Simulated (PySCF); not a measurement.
## GeF₂: adding exact exchange

Base calculation in PySCF with density fitting and no spin–orbit coupling, PBE/def2-TZVP (no relativity): singlet, C2v, Ge–F 1.772 Å (×2); F–Ge–F 97.8°; wavenumbers 238, 628, 651 cm⁻¹; dipole moment 2.46 D, gap between the highest occupied and lowest empty levels 4.26 eV, polar-tensor charge of Ge 1.16 e, atomisation energy (no zero-point energy) 1119 kJ/mol.

Problem. What changes on going to PBE0/def2-TZVP (no relativity)?

Solution. The point group stays the same. Changes: mean bond to Ge -0.027 Å, smallest bond angle -0.7 degrees, highest wavenumber +43 cm⁻¹, lowest wavenumber +21 cm⁻¹, dipole moment +0.01 D, gap between the highest occupied and lowest empty levels +2.10 eV, polar-tensor charge of Ge +0.08 e, atomisation energy (no zero-point energy) -69 kJ/mol. The new structure has Ge–F 1.745 Å (×2); F–Ge–F 97.1°, with wavenumbers 259, 667, 694 cm⁻¹. Exact exchange shortens and stiffens the bonds and opens the gap, the usual pattern.

The structures come from searches over a few start shapes, so lower isomers are not excluded.
